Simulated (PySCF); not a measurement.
Delta-SCF ions had no search for a lower state. Excitations are Tamm–Dancoff values on a coarser integration grid. The basis has no diffuse functions, so Rydberg states are missing or too high.

Z-matrix (Å, degrees):
```
In
C 1 2.1449
H 2 1.0895 1 110.22
H 2 1.0913 3 109.23 1 121.34
H 2 1.0916 3 109.04 4 117.94
C 1 2.1472 2 131.90 3 175.78
H 6 1.0900 1 111.62 2 9.58
H 6 1.0910 7 109.28 1 -121.31
H 6 1.0917 7 108.92 8 -118.04
S 1 2.4100 2 113.32 3 -4.11
H 10 1.3429 1 94.57 2 179.74
```
Charge 0, multiplicity 1.

Q: What S1 oscillator strength, HOMO–LUMO gap, T1 excitation (TDA), HOMO and vertical ionisation energy (Delta-SCF) does PBE0-D4/def2-TZVP (PySCF 2.14.0) give?

A: 
```
Quantity                                  Result
--------------------------------------  --------
S1 oscillator strength                     0.029
HOMO–LUMO gap                            6.09 eV
T1 excitation (TDA)                      4.49 eV
HOMO                                    -7.03 eV
vertical ionisation energy (Delta-SCF)   9.15 eV
```
